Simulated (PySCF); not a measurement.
C2H9GaO2Si (SMILES C[O][Ga]([SiH3])[O]C), singlet, geometry from GFN2-xTB (such geometries of metal compounds can be far from the true shape), atoms displaced at random by about 0.03 Å a coordinate; PySCF with TPSS/STO-3G, gradient by finite differences.

The PySCF input:
```python
from pyscf import gto, scf, dft

mol = gto.M(
    atom='''
Ga   -0.024459    0.011864    0.002239
O    -1.480981   -0.761232    0.449004
C    -2.575420   -1.600103    0.563149
H    -3.576518   -1.041396    0.282401
H    -2.506336   -2.480023   -0.127670
H    -2.661949   -2.018094    1.581621
O     1.285335   -0.390384   -1.153064
C     2.043901   -1.071643   -2.177215
H     2.129020   -0.409640   -3.003630
H     3.001998   -1.385661   -1.693251
H     1.523883   -1.941557   -2.557207
Si    0.380614    1.959569    1.166895
H    -0.038503    1.847623    2.546360
H    -0.305071    3.160273    0.477031
H     1.830205    2.278008    1.208160
''',
    basis='sto-3g',
    charge=0,
    spin=0,
    verbose=4,
)

mf = dft.RKS(mol)
mf.xc = 'tpss'
mf.conv_tol = 1e-11
mf.kernel()
scan, done = mf.as_scanner(), []
scan.scf_summary = {}
def energy(d):
    c = mol.atom_coords()
    c[2, 2] += d
    e = scan(mol.set_geom_(c, unit='Bohr', inplace=False))
    done.append(scan.converged)
    return e
h = 1e-5
fd = (energy(h) - energy(-h)) / (2 * h)
print('dE/dx =', fd)
```

Output, abridged:

```
PySCF version 2.14.0

[INPUT] verbose = 4
[INPUT] num. atoms = 15
[INPUT] num. electrons = 82
[INPUT] charge = 0
[INPUT] spin (= nelec alpha-beta = 2S) = 0
[INPUT] symmetry False subgroup None
[INPUT] Mole.unit = angstrom
[INPUT] Symbol           X                Y                Z      unit          X                Y                Z       unit  Magmom
[...]
nuclear repulsion = 546.304334039724
number of shells = 34
number of NR pGTOs = 168
number of NR cGTOs = 56
basis = sto-3g
ecp = {}

******** <class 'pyscf.dft.rks.RKS'> ********
method = RKS
initial guess = minao
damping factor = 0
level_shift factor = 0
DIIS = <class 'pyscf.scf.diis.CDIIS'>
diis_start_cycle = 1
diis_space = 8
diis_damp = 0
SCF conv_tol = 1e-11
SCF conv_tol_grad = None
SCF max_cycles = 50
direct_scf = True
direct_scf_tol = 1e-13
XC library pyscf.dft.libxc version 7.1.2
    S. Lehtola, C. Steigemann, M. J. T. Oliveira, and M. A. L. Marques,  SoftwareX 7, 1–5 (2018)
XC functionals = tpss
    J. Tao, J. P. Perdew, V. N. Staroverov, and G. E. Scuseria,  Phys. Rev. Lett. 91, 146401 (2003)
    J. P. Perdew, J. Tao, V. N. Staroverov, and G. E. Scuseria,  J. Chem. Phys. 120, 6898 (2004)
    J. Tao, J. P. Perdew, V. N. Staroverov, and G. E. Scuseria,  Phys. Rev. Lett. 91, 146401 (2003)
    J. P. Perdew, J. Tao, V. N. Staroverov, and G. E. Scuseria,  J. Chem. Phys. 120, 6898 (2004)
radial grids:
    Treutler-Ahlrichs [JCP 102, 346 (1995); DOI:10.1063/1.469408] (M4) radial grids

becke partition: Becke, JCP 88, 2547 (1988); DOI:10.1063/1.454033
pruning grids: <function nwchem_prune>
grids dens level: 3
symmetrized grids: False
atomic radii adjust function: <function treutler_atomic_radii_adjust>
small_rho_cutoff = 0
Set gradient conv threshold to 3.16228e-06
Initial guess from minao.
tot grids = 184760
init E= -2415.54181179733
[...]
cycle= 1 E= -2417.11209509089  delta_E= -1.57  |g|= 0.94  |ddm|= 4.51
[...]
cycle= 2 E= -2368.69524144599  delta_E= 48.4  |g|= 7.64  |ddm|= 11.9
[...]
cycle= 3 E= -2416.1049460246  delta_E= -47.4  |g|= 2.09  |ddm|= 11.5
[...]
cycle= 4 E= -2416.14449579819  delta_E= -0.0395  |g|= 2.38  |ddm|= 4.17
[...]
cycle= 5 E= -2415.05816166289  delta_E= 1.09  |g|= 2.75  |ddm|= 3.27
[...]
cycle= 6 E= -2414.9973947042  delta_E= 0.0608  |g|=  2.8  |ddm|= 0.218
[...]
cycle= 7 E= -2416.51420592602  delta_E= -1.52  |g|= 2.17  |ddm|=  3.1
[...]
cycle= 8 E= -2416.51869718781  delta_E= -0.00449  |g|= 2.12  |ddm|= 1.67
[...]
cycle= 9 E= -2415.0006980846  delta_E= 1.52  |g|= 2.86  |ddm|= 3.19
[...]
cycle= 10 E= -2417.14902193555  delta_E= -2.15  |g|= 0.87  |ddm|=    4

WARN: HOMO 0.0847412807856722 == LUMO 0.0854336250552353

cycle= 11 E= -2415.37611847356  delta_E= 1.77  |g|= 2.97  |ddm|= 3.92
[...]
cycle= 12 E= -2412.33375309695  delta_E= 3.04  |g|= 3.26  |ddm|= 5.03
[...]
cycle= 13 E= -2414.97812552579  delta_E= -2.64  |g|= 2.79  |ddm|= 5.43
[...]
cycle= 14 E= -2414.93153201191  delta_E= 0.0466  |g|= 2.83  |ddm|= 0.142
[...]
cycle= 15 E= -2414.9218988095  delta_E= 0.00963  |g|= 2.85  |ddm|= 0.685
[...]
cycle= 16 E= -2415.32837930988  delta_E= -0.406  |g|= 2.53  |ddm|= 0.948
[...]
cycle= 17 E= -2417.46570332264  delta_E= -2.14  |g|= 0.39  |ddm|= 3.47
[...]
cycle= 18 E= -2417.47881568481  delta_E= -0.0131  |g|= 0.322  |ddm|= 1.14
[...]
cycle= 19 E= -2417.50718176798  delta_E= -0.0284  |g|= 0.159  |ddm|= 0.742
[...]
cycle= 20 E= -2417.51719482817  delta_E= -0.01  |g|= 0.0106  |ddm|= 0.314
[...]
cycle= 21 E= -2417.51702292525  delta_E= 0.000172  |g|= 0.0236  |ddm|= 0.0871
[...]
cycle= 22 E= -2417.51726131524  delta_E= -0.000238  |g|= 0.0019  |ddm|= 0.0503
[...]
cycle= 23 E= -2417.51726270698  delta_E= -1.39e-06  |g|= 0.000559  |ddm|= 0.00648
[...]
cycle= 24 E= -2417.51726283798  delta_E= -1.31e-07  |g|= 0.000108  |ddm|= 0.00148
[...]
cycle= 25 E= -2417.51726284259  delta_E= -4.62e-09  |g|= 3.1e-05  |ddm|= 0.000378
[...]
cycle= 26 E= -2417.51726284292  delta_E= -3.27e-10  |g|= 8.45e-06  |ddm|= 5.81e-05
[...]
[...]
SCF not converged.
[...]
converged SCF energy = -2417.51726251534

WARN: Mole.unit (angstrom) is changed to Bohr

New geometry
   1 Ga    -0.024459000000   0.011864000000   0.002239000000 AA   -0.046220811281   0.022419710742   0.004231096793 Bohr
   2 O     -1.480981000000  -0.761232000000   0.449004000000 AA   -2.798648485684  -1.438519997255   0.848494588834 Bohr
   3 C     -2.575420000000  -1.600103000000   0.563143708228 AA   -4.866838455727  -3.023756441095   1.064187377323 Bohr
   4 H     -3.576518000000  -1.041396000000   0.282401000000 AA   -6.758639499577  -1.967953227218   0.533660547303 Bohr
   5 H     -2.506336000000  -2.480023000000  -0.127670000000 AA   -4.736288616138  -4.686564252622  -0.241261334323 Bohr
   6 H     -2.661949000000  -2.018094000000   1.581621000000 AA   -5.030354567560  -3.813644953628   2.988830522861 Bohr
   7 O      1.285335000000  -0.390384000000  -1.153064000000 AA    2.428931128318  -0.737718843412  -2.178975164095 Bohr
   8 C      2.043901000000  -1.071643000000  -2.177215000000 AA    3.862413115725  -2.025111773307  -4.114340064295 Bohr
   9 H      2.129020000000  -0.409640000000  -3.003630000000 AA    4.023264713722  -0.774107409667  -5.676038079527 Bohr
  10 H      3.001998000000  -1.385661000000  -1.693251000000 AA    5.672954046492  -2.618519791491  -3.199780650146 Bohr
  11 H      1.523883000000  -1.941557000000  -2.557207000000 AA    2.879721515881  -3.669010985232  -4.832420873821 Bohr
  12 Si     0.380614000000   1.959569000000   1.166895000000 AA    0.719256219175   3.703048732188   2.205111966124 Bohr
  13 H     -0.038503000000   1.847623000000   2.546360000000 AA   -0.072760124974   3.491501451447   4.811923014547 Bohr
  14 H     -0.305071000000   3.160273000000   0.477031000000 AA   -0.576500638547   5.972050448858   0.901457942927 Bohr
  15 H      1.830205000000   2.278008000000   1.208160000000 AA    3.458586201810   4.304811229568   2.283091514655 Bohr

******** <class 'pyscf.scf.hf.RKS_Scanner'> ********
method = RKS_Scanner
initial guess = minao
damping factor = 0
level_shift factor = 0
DIIS = <class 'pyscf.scf.diis.CDIIS'>
diis_start_cycle = 1
diis_space = 8
diis_damp = 0
SCF conv_tol = 1e-11
SCF conv_tol_grad = None
SCF max_cycles = 50
direct_scf = True
direct_scf_tol = 1e-13
XC library pyscf.dft.libxc version 7.1.2
    S. Lehtola, C. Steigemann, M. J. T. Oliveira, and M. A. L. Marques,  SoftwareX 7, 1–5 (2018)
XC functionals = tpss
    J. Tao, J. P. Perdew, V. N. Staroverov, and G. E. Scuseria,  Phys. Rev. Lett. 91, 146401 (2003)
    J. P. Perdew, J. Tao, V. N. Staroverov, and G. E. Scuseria,  J. Chem. Phys. 120, 6898 (2004)
    J. Tao, J. P. Perdew, V. N. Staroverov, and G. E. Scuseria,  Phys. Rev. Lett. 91, 146401 (2003)
    J. P. Perdew, J. Tao, V. N. Staroverov, and G. E. Scuseria,  J. Chem. Phys. 120, 6898 (2004)
radial grids:
    Treutler-Ahlrichs [JCP 102, 346 (1995); DOI:10.1063/1.469408] (M4) radial grids

becke partition: Becke, JCP 88, 2547 (1988); DOI:10.1063/1.454033
pruning grids: <function nwchem_prune>
grids dens level: 3
symmetrized grids: False
atomic radii adjust function: <function treutler_atomic_radii_adjust>
small_rho_cutoff = 0
Set gradient conv threshold to 3.16228e-06
tot grids = 184760
init E= -2417.51726327052
[...]
cycle= 1 E= -2417.51726316664  delta_E= 1.04e-07  |g|= 0.000102  |ddm|= 0.000218
[...]
cycle= 2 E= -2417.51726291708  delta_E= 2.5e-07  |g|= 0.000838  |ddm|= 0.00174
[...]
cycle= 3 E= -2417.51726316565  delta_E= -2.49e-07  |g|= 0.000117  |ddm|= 0.00162
[...]
cycle= 4 E= -2417.51726317039  delta_E= -4.75e-09  |g|= 1.04e-06  |ddm|= 0.000195
[...]
cycle= 5 E= -2417.51726317038  delta_E= 1.36e-11  |g|= 6.63e-07  |ddm|= 4.51e-06
[...]
cycle= 6 E= -2417.51726317038  delta_E= -9.09e-13  |g|= 5.54e-08  |ddm|= 1.5e-06
[...]
Extra cycle  E= -2417.51726317038  delta_E= -9.09e-13  |g|= 2.36e-07  |ddm|= 6.61e-07
converged SCF energy = -2417.51726317038
dE/dx = 0.032752063816587906
```

Convergence was not reached.
